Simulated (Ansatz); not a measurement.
Job for Ansatz (an electronic-structure program): R-wB97X-V/def2-TZVPP on GeH3NS (SMILES [NH2][Ge][SH]), a point of a torsion scan.

Ansatz 0.2 input:
```yaml
crystal:
  periodic: [false, false, false]
  atoms:
    - {symbol: N, position_ang: [-1.14375767, 0.06834395, 0.14301150]}
    - {symbol: Ge, position_ang: [0.16029887, -0.84968809, 1.00296986]}
    - {symbol: S, position_ang: [1.89262021, 0.50818431, 0.35881978]}
    - {symbol: H, position_ang: [-1.05305936, 0.93382527, -0.37136335]}
    - {symbol: H, position_ang: [-2.10967661, -0.22261587, 0.14129911]}
    - {symbol: H, position_ang: [1.67040509, 0.28249099, -0.92814516]}
basis:
  gaussian:
    orbitals: def2-TZVPP
hamiltonian:
  xc: {name: wB97X-V}
scf: {lower_state_search: off}
```

**Question.** What total energy does the run end on?

**Answer.** -2531.5541 hartree.
